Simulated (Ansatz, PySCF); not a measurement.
Pulling on the Ge1–H2 bond in FGeH (SMILES [F][GeH]) (multiplicity 1 held, fragments rigid). Energies count from the point at 1.615 Å.
Geometry at that point (charge 0, multiplicity 1):
| atom | x (Å) | y (Å) | z (Å) |
|---|---|---|---|
| Ge | -0.1137 | -0.2269 | 0.2808 |
| H | -0.9845 | -1.0535 | -0.7992 |
| F | 0.5137 | 0.9238 | -0.9095 |

R- and RO- levels are restricted; in cc, def2 and unpolarised 6-31G sets they are followed outwards from rest. Unrestricted levels (U-) break spin symmetry where that is lower. Active spaces are followed from a long bond inwards. Left out are points that failed, MP2 points that dive below the minimum, coupled-cluster points behind a jump of the amplitudes or a sharp parting from full CI or MRCI, small-basis points behind a change of solution, and semi-empirical points at long bonds. Curves can end on different states.

Correlated levels freeze the cores. Filled d and f shells under p-block atoms count as core. Rows in LANL2DZ carry no dispersion term and start afresh at each structure. LANL2DZ brings its own core potentials from Na on.

Codes used: Ansatz (Gaussian orbitals); PySCF for LANL2DZ rows. Values without a source in brackets are computed.

Energies in kJ/mol.

```tsv
R (Å)	U-PBE/cc-pVTZ	R-r2SCAN/cc-pVTZ	R-B3LYP/LANL2DZ	R-B3LYP/cc-pVTZ	R-CCSD(T)/cc-pVTZ	FIC-MRCISD+Q on CASSCF(2,2)/cc-pVTZ
1.292	107	98	109	102	103	103
1.453	22	18	23	19	19	19
1.615	0	0	0	0	0	0
1.776	10	14	10	13	14	14
1.938	35	43	37	41	44	43
2.180	84	97	90	93	98	97
2.422	135	152	146	147	151	150
2.826	210	232	233	228	220	220
3.230	254	294	301	290	259	262
3.714	276	347	361	345	270	285
4.360	285	389	left out	391	252	294
5.168	286	416	left out	422	231	296
```

Doubts at one or more of the structures used: a spin-contaminated determinant (U-PBE/cc-pVTZ); a restricted determinant that unrestricted orbitals would lower (R-r2SCAN/cc-pVTZ, R-B3LYP/LANL2DZ, R-B3LYP/cc-pVTZ, R-CCSD(T)/cc-pVTZ); other coupled-cluster roots lie near (R-CCSD(T)/cc-pVTZ); T1 above 0.05 (R-CCSD(T)/cc-pVTZ).

Ansatz is a program for electronic structure.
